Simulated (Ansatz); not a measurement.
Consider the redistribution: `OB(Br)Br` + `C[O][Ge][SH]` → `COB(O)Br` + `[SH][Ge][Br]`.

Program: Ansatz. Geometries: PBE0-D4/def2-TZVP. ΔE: electronic, gas phase. CCSD(T)/CBS is the MP2 limit (def2-TZVPP, def2-QZVPP) plus CCSD(T) − MP2 in def2-TZVPP, frozen cores. For Br, Ge outer-core shells are correlated without core-valence functions, which leaves a few kJ/mol of doubt a bond. Scalar relativity is left out up to krypton. Each species was taken in one conformer, which may not be the lowest.

`OB(Br)Br`:

```xyz
5

O    -1.058    0.283    0.237
B     0.123   -0.217   -0.141
Br    0.154   -1.838   -1.144
Br    1.771    0.670    0.310
H    -0.990    1.101    0.738
```

`C[O][Ge][SH]`:

```xyz
8

C     0.543    0.851    0.150
O    -0.780    0.761    0.608
Ge   -1.970   -0.559    0.506
S    -0.838   -2.188   -0.593
H     1.186    0.095    0.615
H     0.603    0.741   -0.939
H     0.931    1.838    0.414
H     0.325   -1.538   -0.760
```

`COB(O)Br`:

Cartesian coordinates in Å:
```
C 0.405 -1.399 0.185
O 0.060 -0.336 -0.680
B -0.269 0.898 -0.280
O -0.578 1.826 -1.210
Br -0.310 1.383 1.617
H -0.415 -1.630 0.868
H 1.294 -1.153 0.771
H 0.612 -2.267 -0.439
H -0.801 2.679 -0.833
```

`[SH][Ge][Br]`:

Cartesian coordinates in Å:
```
S 0.861 1.204 0.189
Ge -1.227 0.587 -0.328
Br -0.994 -1.757 -0.209
H 1.359 -0.034 0.348
```

```csv
species,SCS-MP2/def2-QZVPP energy (Eh)
`OB(Br)Br`,-5246.66086
`C[O][Ge][SH]`,-2589.19480
`COB(O)Br`,-2788.64471
`[SH][Ge][Br]`,-5047.25169
```

Task: Work out ΔE.

Result: ΔE = (-2788.64471) + (-5047.25169) − (-5246.66086) − (-2589.19480) = -0.04074 Eh = -1.11 eV. CCSD(T)/CBS gives -1.14 eV.

Largest T1 diagnostic among the species: 0.015.

At CCSD(T), def2-SVP lies −0.05 eV from the extrapolated value and def2-TZVPP +0.03 eV. From BLYP to BHLYP (50 % exact exchange), in def2-TZVPP and without D4, ΔE moves by −0.13 eV. Leaving LDA and LC-ωPBE aside and taking each functional with its dispersion term where it has one, the values, not all of them listed here, spread over 0.21 eV, from BHLYP-D4 to revPBE-D4.
